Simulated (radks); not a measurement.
Problem. All-electron atom: the lutetium ion Lu47+ in [Ar] 3d6. Method: scalar-relativistic Kohn-Sham, PBE, spin-unpolarised, spherical densities, point nucleus; computed with a radial shooting solver on a logarithmic mesh with Libxc functionals. Some entries of the table are withheld. Estimate them.

orbital,occ.,eigenvalue (hartree),<r^2> (bohr^2)
1s,2,-2424.587,0.0005118
2s,2,-493.7076,0.007841
2p,6,-446.5186,0.006415
3s,2,(1),(2)
3p,6,-164.2755,(3)
3d,6,(4),(5)

Solution. 
(1) 3s eigenvalue (hartree): -178.4858
(2) 3s <r^2> (bohr^2): 0.04758
(3) 3p <r^2> (bohr^2): 0.04712
(4) 3d eigenvalue (hartree): -148.8646
(5) 3d <r^2> (bohr^2): 0.03770
